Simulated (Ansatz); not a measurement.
`[OH][GeH]([OH])[Cl]` → `[Cl][GeH]` + `OO`  (germylene formation by 1,1-elimination)

Computed with Ansatz on PBE0-D4/def2-TZVP structures; ΔE is electronic, products minus reactants. CCSD(T)/CBS adds triple-zeta CCSD(T) − MP2 to the extrapolated MP2 energy (def2 sets, frozen cores). This one scheme is used for every species. DFT in def2-TZVPP. For Ge outer-core shells are correlated without core-valence functions, which leaves a few kJ/mol of doubt a bond. Scalar relativity is left out up to krypton. One conformer a species, not always the lowest.

```csv
species,revPBE-D4 energy (Eh)
`[OH][GeH]([OH])[Cl]`,-2689.35810
`[Cl][GeH]`,-2537.59362
`OO`,-151.58045
```

(1) Work out ΔE.

Largest T1 diagnostic among the species: 0.013.

Answers

(1) ΔE = (-2537.59362) + (-151.58045) − (-2689.35810) = 0.18403 Eh = +5.01 eV. CCSD(T)/CBS gives +5.57 eV.

The D4 term adds +0.12 eV with B3LYP and +0.06 eV with PBE0; it sums over pairs of atoms, weighted by their polarisabilities, and B3LYP, whose exchange is more repulsive, gets the larger term. From PBE to PBE0 (25 % exact exchange), in def2-TZVPP and without D4, ΔE moves by +0.33 eV.

B3LYP here is the variant with VWN-RPA as its local correlation; programs differ in this.
